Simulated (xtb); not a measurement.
C4H10Zn, triplet, at a GFN2-xTB geometry (such geometries of metal compounds can be far from the true shape) (a higher spin typed on purpose: for a closed-shell molecule this is an excited state); GFN2-xTB run with xtb.

Input for xtb:
```
$ xtb mol.xyz --gfn 2 --uhf 2 --ohess --json

# file mol.xyz
15

Zn    -0.37528979     0.18243967     0.99339466
C      1.69930461    -0.68589563    -0.02525953
C      1.52989648    -2.16325062    -0.19280947
H      2.43563050    -0.40861454     0.72142499
H      1.83102170    -0.14668714    -0.95367365
H      0.73111761    -2.39310900    -0.89637408
H      1.31002125    -2.64887367     0.75799703
H      2.44888771    -2.61766265    -0.58457780
C     -1.18070437     0.43394040    -1.32714972
C     -0.78886695     1.80282015    -1.78750946
H     -2.24946250     0.30148551    -1.19762412
H     -0.73181495    -0.36987472    -1.89486316
H      0.29386078     1.91129168    -1.83095053
H     -1.19244613     2.57397888    -1.13126329
H     -1.17590079     1.99918975    -2.79556629
```

Q: What does xtb print? Leave out banner, timings and long lists.

A: 
```
   ID    Z sym.   atoms
    1   30 Zn     1
    2    6 C      2, 3, 9, 10
    3    1 H      4-8, 11-15

           -------------------------------------------------
          |                Calculation Setup                |
           -------------------------------------------------

molecular fragmentation (1/2 indicates fragments):
111121112222222
# atoms in fragment 1/2:     7     8
 fragment masses (1/2) :       93.43       30.07
CMA distance (Bohr)    :   5.450
constraining FC (au)   :  0.0500

           -------------------------------------------------
          |                 G F N 2 - x T B                 |
           -------------------------------------------------

          ...................................................
          :                      SETUP                      :
          :.................................................:
          :  # basis functions                  30          :
          :  # atomic orbitals                  30          :
          :  # shells                           20          :
          :  # electrons                        28          :
          :  max. iterations                   250          :
          :  Hamiltonian                  GFN2-xTB          :
          :  restarted?                      false          :
          :  GBSA solvation                  false          :
          :  PC potential                    false          :
          :  electronic temp.          300.0000000     K    :
          :  accuracy                    1.0000000          :
          :  -> integral cutoff          0.2500000E+02      :
          :  -> integral neglect         0.1000000E-07      :
          :  -> SCF convergence          0.1000000E-05 Eh   :
          :  -> wf. convergence          0.1000000E-03 e    :
          :  Broyden damping             0.4000000          :
          :  net charge                          0          :
          :  unpaired electrons                  2          :
          ...................................................

 iter      E             dE          RMSdq      gap      omega  full diag
   1    -14.0714493 -0.140714E+02  0.700E+00    3.68       0.0  T
   2    -14.1773095 -0.105860E+00  0.223E+00    5.70       1.0  T
   3    -14.2352936 -0.579841E-01  0.226E+00    5.06       1.0  T
   4    -14.2645256 -0.292320E-01  0.410E-01    5.63       1.0  T
   5    -14.2646390 -0.113428E-03  0.112E-01    5.63       1.0  T
[...]
         :: total energy             -14.060174083634 Eh    ::
 * total energy  :   -14.0601741 Eh     change       -0.1939160E-09 Eh
   *** GEOMETRY OPTIMIZATION CONVERGED AFTER 1 ITERATIONS ***
         :: total energy             -14.060174083834 Eh    ::
[...]
       3     96.96    -1.04785 ( 93.40%)    -0.86016 (  6.60%)    -1.03545
       4     99.60    -1.03226 ( 94.03%)    -0.85223 (  5.97%)    -1.02151
       5    125.75    -0.89744 ( 97.56%)    -0.78319 (  2.44%)    -0.89466
       6    164.43    -0.74482 ( 99.15%)    -0.70377 (  0.85%)    -0.74448
       7    169.71    -0.72711 ( 99.25%)    -0.69442 (  0.75%)    -0.72687
       8    175.18    -0.70936 ( 99.34%)    -0.68503 (  0.66%)    -0.70920
   ------------------------------------------------------------------------

   temp. (K)  partition function   enthalpy   heat capacity  entropy
                                   cal/mol     cal/K/mol   cal/K/mol   J/K/mol
 298.15  VIB  0.494E+04             4347.058     22.424     29.055
         ROT  0.155E+06              888.752      2.981     26.733
         INT  0.766E+09             5235.811     25.405     55.788
         TR   0.133E+28             1481.254      4.968     40.329
         TOT                        6717.0645    30.3731    96.1171   402.1539

       T/K    H(0)-H(T)+PV         H(T)/Eh          T*S/Eh         G(T)/Eh
   ------------------------------------------------------------------------
    298.15    0.107043E-01    0.133541E+00    0.456683E-01    0.878724E-01
   ------------------------------------------------------------------------

         :::::::::::::::::::::::::::::::::::::::::::::::::::::
         ::                  THERMODYNAMIC                  ::
         :::::::::::::::::::::::::::::::::::::::::::::::::::::
         :: total free energy         -13.972301725954 Eh   ::
         ::.................................................::
         :: total energy              -14.060174083834 Eh   ::
         :: zero point energy           0.122836369845 Eh   ::
         :: G(RRHO) w/o ZPVE           -0.034964011965 Eh   ::
         :: G(RRHO) contrib.            0.087872357880 Eh   ::
         :::::::::::::::::::::::::::::::::::::::::::::::::::::

optimized geometry written to: xtbopt.xyz

           -------------------------------------------------
          | TOTAL ENERGY              -14.060174083834 Eh   |
          | TOTAL ENTHALPY            -13.926633390343 Eh   |
          | TOTAL FREE ENERGY         -13.972301725954 Eh   |
          | GRADIENT NORM               0.000019470654 Eh/α |
          | HOMO-LUMO GAP               5.629584784967 eV   |
           -------------------------------------------------

normal termination of xtb
```
